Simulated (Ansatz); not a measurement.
`[CH3][SnH]([F])[SeH]` + CH₃SH → `C[S][SnH]([CH3])[F]` + H₂Se at 400 K and 1 bar (ligand exchange at the Sn–Se bond).

Isolated molecules relaxed with PBE0-D4/def2-TZVP in Ansatz; ΔE leaves out vibrations. CBS: MP2 limit from def2 TZ/QZ plus the TZ coupled-cluster correction, frozen cores. This one scheme is used for every species. def2 core potentials past Kr. For Se, Sn outer-core shells are correlated without core-valence functions, which leaves a few kJ/mol of doubt a bond. Scalar relativity is left out up to krypton. One conformer a species, not always the lowest.

| species | CCSD(T)/CBS energy (Eh) | H − E (kJ/mol) | S (J/(mol·K)) |
| --- | --- | --- | --- |
| `[CH3][SnH]([F])[SeH]` | -2755.65149 | 174.2 | 418.2 |
| CH₃SH | -438.22835 | 138.7 | 269.4 |
| `C[S][SnH]([CH3])[F]` | -791.97424 | 261.5 | 453.3 |
| H₂Se | -2401.89790 | 49.4 | 229.5 |

H − E and S are ideal-gas, rigid-rotor, harmonic terms from PBE0-D4/def2-TZVP, for one conformer and one mirror image of each species. 1 Eh = 2625.50 kJ/mol, R = 8.31446 J/(mol·K).

**Question.** By hand: ΔE, ΔH, ΔS and ΔG.

**Answer.** ΔE = (-791.97424) + (-2401.89790) − (-2755.65149) − (-438.22835) = 0.00770 Eh = 20.2 kJ/mol. Δ(H − E) = 261.5 + 49.4 − 174.2 − 138.7 = -2.0, so ΔH = 18.2 kJ/mol. ΔS = 453.3 + 229.5 − 418.2 − 269.4 = -4.8 J/(mol·K). ΔG = 18.2 − 400 × (-4.8)/1000 = 20.1 kJ/mol.

**Question.** By hand: the equilibrium constant, and the temperature at which ΔG would vanish if ΔH and ΔS stayed fixed.

**Answer.** log₁₀ K = −ΔG/(RT ln 10) = -2.6. ΔH and −TΔS have one sign here, so there is no such temperature. One of them is within its doubt of zero, so this could turn.

The number of gas molecules stays the same, so ΔS is small and ΔH decides. A doubt of 5 kJ/mol in ΔE shifts log₁₀ K by 0.7 here. Other conformers and mirror images would add mixing entropy, several J/(mol·K) or more a flexible species. Modes under 60 cm⁻¹, often nearly free rotors, make the harmonic entropy too high. These are equilibria of isolated gas molecules and say nothing of rates. Largest T1 diagnostic: 0.012 (customary marks: 0.02 for closed shells, 0.045 for open ones).
